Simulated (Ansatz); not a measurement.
`CO/C=[N]/[GaH2]` + PH₃ → `[PH2][GaH2]` + `COC=N` at 500 K and 1 bar (ligand exchange at a Ga–N bond).

Program: Ansatz. Geometries: PBE0-D4/def2-TZVP. ΔE: electronic, gas phase. CCSD(T)/CBS is the MP2 limit (def2-TZVPP, def2-QZVPP) plus CCSD(T) − MP2 in def2-TZVPP, frozen cores. This one scheme is used for every species. For Ga outer-core shells are correlated without core-valence functions, which leaves a few kJ/mol of doubt a bond. Scalar relativity is left out up to krypton. Each species was taken in one conformer, which may not be the lowest.

```tsv
species	CCSD(T)/CBS energy (Eh)	H − E (kJ/mol)	S (J/(mol·K))
`CO/C=[N]/[GaH2]`	-2133.50172	250.3	420.5
PH₃	-342.72256	81.5	231.4
`[PH2][GaH2]`	-2267.26620	110.9	330.7
`COC=N`	-208.96207	227.9	326.5
```

H − E and S are ideal-gas, rigid-rotor, harmonic terms from PBE0-D4/def2-TZVP, for one conformer and one mirror image of each species. 1 Eh = 2625.50 kJ/mol, R = 8.31446 J/(mol·K).

Q: By hand: ΔE, ΔH, ΔS and ΔG.

A: ΔE = (-2267.26620) + (-208.96207) − (-2133.50172) − (-342.72256) = -0.00399 Eh = -10.5 kJ/mol. Δ(H − E) = 110.9 + 227.9 − 250.3 − 81.5 = 7.0, so ΔH = -3.5 kJ/mol. ΔS = 330.7 + 326.5 − 420.5 − 231.4 = 5.3 J/(mol·K). ΔG = -3.5 − 500 × (5.3)/1000 = -6.2 kJ/mol.

Q: By hand: the equilibrium constant, and the temperature at which ΔG would vanish if ΔH and ΔS stayed fixed.

A: log₁₀ K = −ΔG/(RT ln 10) = 0.6. ΔH and −TΔS have one sign here, so there is no such temperature. One of them is within its doubt of zero, so this could turn.

TΔS isn't small against ΔH here. A doubt of 5 kJ/mol in ΔE shifts log₁₀ K by 0.5 here. Other conformers and mirror images would add mixing entropy, several J/(mol·K) or more a flexible species. These are equilibria of isolated gas molecules and say nothing of rates. Largest T1 diagnostic: 0.015 (customary marks: 0.02 for closed shells, 0.045 for open ones).
